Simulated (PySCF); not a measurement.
Input of a driver script around PySCF for `C#CB(Cl)Cl`, coordinates in Å (PBE0-D3(BJ)/def2-SVP geometry):
```
{"job": {"kind": "xas", "xc": "BHandHLYP", "basis": {"default": "aug-pcX-1", "H": "pcseg-1", "Cl": "def2-SVPD"}}, "charge": 0, "multiplicity": 1}
C      1.393423    -0.420091    -0.109294
C      0.205954    -0.156035    -0.069028
B     -1.270530     0.175834    -0.021697
Cl    -2.415305    -0.997648     0.580109
Cl    -1.843030     1.733368    -0.566708
H      2.443061    -0.653060    -0.145043
```

Q: What does the run print?

A: 
```
coarse grid: 7128 points
cycle   1  E = -1021.6172494425  dE =  6.674e-01  |g| = 3.691e-01  |ddm| = 3.005e+00
cycle   2  E = -1021.6339075761  dE = -1.666e-02  |g| = 3.109e-01  |ddm| = 9.464e-01
cycle   3  E = -1021.6588290943  dE = -2.492e-02  |g| = 3.608e-02  |ddm| = 4.326e-01
...
final grid: 62488 points
...
cycle  12  E = -1021.7387077858  dE = -1.779e-08  |g| = 2.677e-05  |ddm| = 2.246e-04
cycle  13  E = -1021.7387077864  dE = -6.494e-10  |g| = 1.267e-05  |ddm| = 5.640e-05
converged SCF energy = -1021.7387077864

B K edge
   eV          f      from atoms
  188.232   0.08952   B2
  192.755   0.03781   B2
  193.626   0.02347   B2
  194.507   0.00430   B2
  195.054   0.01051   B2
  195.219   0.00510   B2
  195.313   0.00199   B2
  195.390   0.00129   B2

C K edge
   eV          f      from atoms
  282.221   0.07766   C0 C1
  282.270   0.00011   C1 C0
  282.972   0.05854   C1
  283.770   0.05452   C0
  285.588   0.04772   C1
  286.490   0.01127   C0 C1
  286.528   0.00153   C1 C0
  287.193   0.00000   C1
  287.387   0.00343   C0
  287.599   0.00147   C1
  287.759   0.00659   C1
  287.759   0.00181   C1
```

Method: core-valence-separated Tamm–Dancoff BHandHLYP/aug-pcX-1 (pcseg-1 on H, def2-SVPD on Cl) in PySCF, non-relativistic, gas phase, PBE0-D3(BJ)/def2-SVP geometry. The program numbers atoms from 0. The energies are unshifted. The SCF starts on a coarse grid and ends on the final one.

Carbon edge (atoms now counted from 1; roots within 0.03 eV on like atoms summed, the top roots left aside). The first line with a tenth or more of the strongest one's intensity is at 282.22 eV (f = 0.078), with the hole on C1 + C2 (terminal alkyne carbon and alkyne carbon), polarised out of plane. It is also the strongest listed.

Boron edge (atoms now counted from 1; roots within 0.03 eV on like atoms summed, the top roots left aside). The first line with a tenth or more of the strongest one's intensity is at 188.23 eV (f = 0.090), with the hole on B3 (three-coordinate boron), polarised out of plane. It is also the strongest listed.

Kohn–Sham HOMO -9.75 eV, LUMO -1.43 eV, dipole moment 1.85 D.
